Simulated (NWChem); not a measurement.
Program: NWChem. System: CHCl, charge 0, spin multiplicity 1, optimised in this run. The structure started from a generated list of species. Level: PBE0/def2-SVP.

The NWChem input:

```
start mol
memory heap 200 mb stack 900 mb global 1100 mb
geometry units angstroms
  C      0.491943     1.036285     0.000000
  Cl    -0.153738    -0.470119     0.000000
  H     -0.338106     1.774307     0.000000
  symmetry group Cs
end
basis spherical
  * library def2-svp
end
dft
  xc pbe0
  semidirect memsize 60000000 filesize 0
  iterations 100
end
driver
  maxiter 80
end
task dft optimize
task dft freq
```

NWChem printed:

```
             Northwest Computational Chemistry Package (NWChem) 7.3.0
             --------------------------------------------------------

                                NWChem Input Module
                                -------------------

 Scaling coordinates for geometry "geometry" by  1.889725989
 (inverse scale =  0.529177249)

 Turning off AUTOSYM since
 SYMMETRY directive was detected!

          ------
          auto-z
          ------

                             Geometry "geometry" -> ""
                             -------------------------

 Output coordinates in angstroms (scale by  1.889725989 to convert to a.u.)

  No.       Tag          Charge          X              Y              Z
 ---- ---------------- ---------- -------------- -------------- --------------
    1 C                    6.0000     0.49194275     1.03628525     0.00000000
    2 Cl                  17.0000    -0.15373825    -0.47011875     0.00000000
    3 H                    1.0000    -0.33810625     1.77430725     0.00000000

 Effective nuclear repulsion energy (a.u.)      39.7866433525

            Nuclear Dipole moment (a.u.)
            ----------------------------
        X                 Y               Z
 ---------------- ---------------- ----------------
    -0.0000000000    -0.0000000000     0.0000000000

      Symmetry information
      --------------------

 Group name             Cs
 Group number              2
 Group order               2
 No. of unique centers     3

      Symmetry unique atoms

     1    2    3


 Summary of "ao basis" -> "" (spherical)
 ------------------------------------------------------------------------------
       Tag                 Description            Shells   Functions and Types
 ---------------- ------------------------------  ------  ---------------------
 *                          def2-svp                  on all atoms

                           NWChem Geometry Optimization
                           ----------------------------

 maximum gradient threshold         (gmax) =   0.000450
 rms gradient threshold             (grms) =   0.000300
 maximum cartesian step threshold   (xmax) =   0.001800
 rms cartesian step threshold       (xrms) =   0.001200
 fixed trust radius                (trust) =   0.300000
 maximum step size to saddle      (sadstp) =   0.100000
 energy precision                  (eprec) =   5.0D-06
 maximum number of steps          (nptopt) =   80
 initial hessian option           (inhess) =    0
 line search option               (linopt) =    1
 hessian update option            (modupd) =    1
 saddle point option              (modsad) =    0
 initial eigen-mode to follow     (moddir) =    0
 initial variable to follow       (vardir) =    0
 follow first negative mode     (firstneg) =    T
 apply conjugacy                    (opcg) =    F
 source of zmatrix                         =   autoz

          -------------------
          Energy Minimization
          -------------------

 Names of Z-matrix variables
    1              2              3

 Variables with the same non-blank name are constrained to be equal

 Using diagonal initial Hessian
 Scaling for Hessian diagonals: bonds = 1.00  angles = 0.25  torsions = 0.10

          --------
          Step   0
          --------

                         Geometry "geometry" -> "geometry"
                         ---------------------------------

 Output coordinates in angstroms (scale by  1.889725989 to convert to a.u.)

  No.       Tag          Charge          X              Y              Z
[...]
    2       -1.887 ||      -0.009               0.185             0.001
    3       -1.273 ||      -0.000               0.001            -0.050
    4       -0.702 ||       0.000              -0.007             0.089
    5        2.039 ||      -0.000               0.000            -0.142
    6        6.671 ||      -0.000               0.001             1.574
    7      851.475 ||       0.653               1.336            -0.000
    8     1226.012 ||      -0.359               0.358            -0.000
    9     2943.908 ||       0.905              -0.966            -0.000
 ----------------------------------------------------------------------------

 ----------------------------------------------------------------------------
 Normal Eigenvalue ||                 Infra Red Intensities
  Mode   [cm**-1]  || [atomic units] [(debye/angs)**2] [(KM/mol)] [arbitrary]
 ------ ---------- || -------------- ----------------- ---------- -----------
    1       -5.996 ||    0.003399           0.078         3.313       1.031
    2       -1.887 ||    0.001483           0.034         1.446       0.450
    3       -1.273 ||    0.000107           0.002         0.105       0.033
    4       -0.702 ||    0.000345           0.008         0.336       0.105
    5        2.039 ||    0.000877           0.020         0.855       0.266
    6        6.671 ||    0.107324           2.476       104.625      32.565
    7      851.475 ||    0.095925           2.213        93.513      29.106
    8     1226.012 ||    0.011124           0.257        10.845       3.375
    9     2943.908 ||    0.076027           1.754        74.115      23.069
 ----------------------------------------------------------------------------

        Vibrational analysis via the FX method
  --- with translations and rotations projected out ---
  --- via the Eckart algorithm                      ---
 Projected Nuclear Hessian trans-rot subspace norm:8.6065D-34
                         (should be close to zero!)

          --------------------------------------------------------
          MASS-WEIGHTED PROJECTED HESSIAN (Hartree/Bohr/Bohr/Kamu)
          --------------------------------------------------------

               1            2            3            4            5            6            7            8            9
   ----- ----- ----- ----- -----
    1    2.36682D+01
    2   -4.40774D+00  2.63698D+01
    3    5.51454D-22  5.51454D-21  0.00000D+00
    4   -2.97874D+00 -4.68222D+00 -1.13065D-21  1.46238D+00
    5   -2.57052D+00 -9.98489D+00 -4.84563D-21  2.29286D+00  6.75804D+00
    6    0.00000D+00  2.58434D-21  5.16867D-21 -1.51391D-21 -3.02781D-21  0.00000D+00
    7   -6.41241D+01  4.27898D+01  1.54607D-21  1.66448D+00 -4.63605D+00 -5.57349D-22  2.11464D+02
    8    3.03510D+01 -3.21770D+01  7.37359D-21  2.65065D+00 -5.35370D+00  1.67205D-21 -1.20343D+02  1.42566D+02
    9    1.30822D-20  1.40336D-20 -6.08916D-20 -5.57349D-21 -1.37247D-20  0.00000D+00 -2.13397D-20  2.62643D-20  0.00000D+00

 center of mass
 --------------
 x =  -0.00882812 y =  -0.06920853 z =   0.00000000

 moments of inertia (a.u.)
 ------------------
          86.595178437457         -32.866478501660           0.000000000000
         -32.866478501660          16.952174227445           0.000000000000
           0.000000000000           0.000000000000         103.547352664902

 Rotational Constants
 --------------------
 A=  15.471303 cm-1  ( 22.259256 K)
 B=   0.604078 cm-1  (  0.869114 K)
 C=   0.581378 cm-1  (  0.836455 K)

 Temperature                      =   298.15K
 frequency scaling parameter      =   1.0000

 Zero-Point correction to Energy  =    7.175 kcal/mol  (  0.011434 au)
 Thermal correction to Energy     =    9.002 kcal/mol  (  0.014345 au)
 Thermal correction to Enthalpy   =    9.594 kcal/mol  (  0.015289 au)

 Total Entropy                    =   56.046 cal/mol-K
   - Translational                =   37.512 cal/mol-K (mol. weight =  47.9767)
   - Rotational                   =   18.327 cal/mol-K (symmetry #  =        1)
   - Vibrational                  =    0.206 cal/mol-K

 Cv (constant volume heat capacity) =    6.717 cal/mol-K
   - Translational                  =    2.979 cal/mol-K
   - Rotational                     =    2.979 cal/mol-K
   - Vibrational                    =    0.758 cal/mol-K


 ----------------------------------------------------------------------------
 Normal Eigenvalue ||    Projected Derivative Dipole Moments (debye/angs)
  Mode   [cm**-1]  ||      [d/dqX]             [d/dqY]           [d/dqZ]
 ------ ---------- || ------------------ ------------------ -----------------
    1        0.000 ||       0.000               0.000            -0.622
    2        0.000 ||       0.000               0.000             0.118
    3        0.000 ||      -0.000              -0.000             1.451
    4        0.000 ||       0.007              -0.154             0.000
    5        0.000 ||      -0.004               0.078            -0.000
    6        0.000 ||       0.014              -0.287             0.000
    7      851.474 ||       0.653               1.336            -0.000
    8     1225.998 ||      -0.359               0.358            -0.000
    9     2943.890 ||       0.905              -0.966            -0.000
 ----------------------------------------------------------------------------

 ----------------------------------------------------------------------------
 Normal Eigenvalue ||           Projected Infra Red Intensities
  Mode   [cm**-1]  || [atomic units] [(debye/angs)**2] [(KM/mol)] [arbitrary]
 ------ ---------- || -------------- ----------------- ---------- -----------
    1        0.000 ||    0.016748           0.386        16.327       5.082
    2        0.000 ||    0.000601           0.014         0.586       0.182
    3        0.000 ||    0.091302           2.106        89.006      27.704
    4        0.000 ||    0.001028           0.024         1.002       0.312
    5        0.000 ||    0.000265           0.006         0.259       0.081
    6        0.000 ||    0.003591           0.083         3.500       1.090
    7      851.474 ||    0.095925           2.213        93.512      29.106
    8     1225.998 ||    0.011124           0.257        10.845       3.375
    9     2943.890 ||    0.076027           1.754        74.115      23.069
 ----------------------------------------------------------------------------

 Task  times  cpu:       10.7s     wall:       10.7s

 Total times  cpu:       15.6s     wall:       15.6s
```
